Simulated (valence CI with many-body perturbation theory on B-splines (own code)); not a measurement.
The numbers below are computed, except where a source is named.
W2+: what each term of the Hamiltonian does

Method: valence CI with perturbative core correlation (CI+MBPT): four valence electrons over a frozen Dirac-Fock core [Xe] 4f14, radial functions for each j: 9 s, 9 p, 10 d, 8 f, 5 g, 3 h, 1 i, with the one-electron correlation potential Σ1 (screened to all orders), the two-electron term Σ2, the three-electron term Σ3, Breit, model QED; selected single and double excitations, second order for the rest, scaled by the run's own slope (own B-spline code, finite nucleus).

Set against measurement, 9 paired levels are off by 381 cm⁻¹ on average, the worst by 1000. These come from a selection out of NIST levels as listed in McCann et al., Mon. Not. R. Astron. Soc. 538, 537 (2025). Levels without a partner in it may be off by more, other configurations by 1,000 to 8,000 cm⁻¹. Among the levels kept, up to 420 cm⁻¹ of a level comes from second order outside the variational space, and about a tenth of that is noise between levels of different J, which matters for small intervals. Only levels of the ground parity were solved; by the run's estimate the other parity begins above the list, which can be wrong where configurations are misplaced.

Each rung adds one term. CI alone is the Dirac-Coulomb CI over the frozen core; QED comes last and gives the full result, which names the levels. Energies are above 5d4 5D_0 on the same rung, in cm⁻¹. A blank means that the level has no clear partner on that rung.

Names give the largest LS component (configuration and term), which can be under half, so a name can repeat, a term be missing and a line seem to break the LS rules; names also repeat where a configuration has a term twice. Letters in brackets count levels of one name in rising energy.

| Level | CI alone |
| --- | --- |
| 5d4 5D_1 | 1977 |
| 5d4 5D_2 | 3949 |
| 5d4 5D_3 | 5518 |
| 5d4 5D_4 | 6701 |
| 5d4 3P_0 | 7155 |
| 5d3.6s 5F_1 | 3832 |
| 5d4 3P_1 | 8787 |
| 5d3.6s 5F_2 | 5066 |
| 5d4 3H_4 | 12569 |
| 5d4 3G_3 | 11987 |
| 5d3.6s 5F_3 | 7019 |
| 5d4 3H_5 | 15438 |
| 5d4 3H_6 | 16826 |
| 5d4 3F_3 [a] | 16222 |
| 5d3.6s 5F_5 | 11160 |
| 5d4 3G_4 | 17329 |

Task: What do these energies become with core correlation, Breit and QED?

Result: 5d4 5D_1 2108 (+131); 5d4 5D_2 4243 (+295); 5d4 5D_3 6064 (+546); 5d4 5D_4 7536 (+835); 5d4 3P_0 10147 (+2992); 5d3.6s 5F_1 11969 (+8136); 5d4 3P_1 13330 (+4543); 5d3.6s 5F_2 13395 (+8329); 5d4 3H_4 13741 (+1172); 5d4 3G_3 15209 (+3222); 5d3.6s 5F_3 15999 (+8980); 5d4 3H_5 16715 (+1277); 5d4 3H_6 18332 (+1507); 5d4 3F_3 [a] 20146 (+3924); 5d3.6s 5F_5 20523 (+9362); 5d4 3G_4 20721 (+3392).

Task: How does the ionisation energy move along the ladder, and which term matters most?

Result: CI alone 24.178, + Σ1 25.241, + Σ2 25.799, + Σ3 25.782, + Breit 25.784, + QED 25.789 eV. The largest step is Σ1, 1.063 eV. NIST lists 26 ± 0.4 eV (semi-empirical).
